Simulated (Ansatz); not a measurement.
Consider the isomerisation: `[NH2][AlH][O]CF` → `C[NH][Al]([OH])[F]`.

Gas-phase electronic energies from Ansatz, PBE0-D4/def2-TZVP geometries. CBS: MP2 limit from def2 TZ/QZ plus the TZ coupled-cluster correction, frozen cores. Functionals use def2-TZVPP. B3LYP here is the variant with VWN-RPA as its local correlation; programs differ in this. Each species was taken in one conformer, which may not be the lowest.

`[NH2][AlH][O]CF`:

Z-matrix (Å, degrees):
```
C
F 1 1.393
O 1 1.351 2 111.1
H 1 1.096 2 106.2 3 -121.0
H 1 1.096 2 106.2 3 121.0
Al 3 1.704 1 136.0 2 -0.3
N 6 1.757 3 121.5 1 0.1
H 6 1.571 3 115.9 1 -179.9
H 7 1.006 6 125.1 3 -180.0
H 7 1.007 6 123.7 3 0.1
```

`C[NH][Al]([OH])[F]`:

```xyz
10

C    -1.460    0.274    0.417
N    -0.125   -0.110    0.830
Al    1.298   -0.276   -0.178
O     1.182    0.029   -1.833
F     2.730   -0.727    0.507
H    -1.478    0.460   -0.658
H    -2.199   -0.510    0.623
H    -1.799    1.192    0.912
H    -0.062   -0.291    1.820
H     1.914   -0.042   -2.441
```

CCSD(T)/CBS gives -239.7 kJ/mol.

Task: Another level gave -220.7 kJ/mol. Which?
A. CCSD/def2-TZVPP
B. ωB97X-V/def2-TZVPP
C. SCS-MP2/def2-TZVPP
D. B3LYP/def2-TZVPP

Result: B. ωB97X-V -220.7, B3LYP -225.2, CCSD/def2-TZVPP -235.1, SCS-MP2/def2-TZVPP -240.5 kJ/mol.

Largest T1 diagnostic among the species: 0.012.

In def2-TZVPP, CCSD(T) changes the Hartree–Fock value by −12.7 kJ/mol (the triples alone add +1.1 kJ/mol) and MP2 by −26.2 kJ/mol. From PBE to PBE0 (25 % exact exchange), in def2-TZVPP and without D4, ΔE moves by −5.1 kJ/mol.

CCSD(T)/CBS has its own doubt, a few kJ/mol and more with outer-core shells, so smaller differences from it don't rank the levels.
